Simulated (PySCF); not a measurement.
B(F)(H)(SiH3) (BFH₄Si), SMILES FB[SiH3].

Geometry: B3LYP-D3(BJ)/def2-TZVP.

Level of theory: M06-2X/def2-TZVPD run with PySCF.

Isolated molecule, no solvent.

* **total energy**: -416.59958 hartree
* **point group**: Cs
* **highest occupied level**: -9.42 eV
* **lowest empty level**: -0.80 eV
* **orbital gap**: 8.62 eV
* **dipole moment**: 0.69 D
* **quadrupole, principal values (traceless, Buckingham form, about the centre of nuclear charge)**: -3.56, 0.67, 2.89 D·Å
* **mean static polarisability**: 44.6 bohr³ (6.61 Å³)
* **polarisability, principal values**: 39.8, 43.1, 51.0 bohr³
